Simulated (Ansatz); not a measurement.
`[C]#C[SiH2]O` radical. The species carries charge 0 and has multiplicity 2.

```json
{"atom": "C1", "x (Å)": "2.6207", "y (Å)": "0.2153", "z (Å)": "-0.0424"}
{"atom": "C2", "x (Å)": "1.4190", "y (Å)": "0.1887", "z (Å)": "0.1219"}
{"atom": "Si3", "x (Å)": "-0.4022", "y (Å)": "0.1756", "z (Å)": "0.3335"}
{"atom": "O4", "x (Å)": "-1.0968", "y (Å)": "-0.9857", "z (Å)": "-0.5901"}
{"atom": "H5", "x (Å)": "-0.8770", "y (Å)": "1.5352", "z (Å)": "-0.0225"}
{"atom": "H6", "x (Å)": "-0.7258", "y (Å)": "-0.1592", "z (Å)": "1.7345"}
{"atom": "H7", "x (Å)": "-0.9378", "y (Å)": "-0.9699", "z (Å)": "-1.5349"}
```

(1) Give the diagnostics of a CCSD(T)/def2-TZVPP run (frozen core, Ansatz). (An estimate is asked.)

## Answers

(1) Ansatz gave: T1 = 0.0458, largest single amplitude 0.104, largest double 0.055, (T) share of the correlation energy 4.3 %, 17 CCSD cycles. ⟨S²⟩ of the UHF reference is 1.161 against 0.75 for a pure state. T1 lies over the customary mark of 0.045 for open shells.
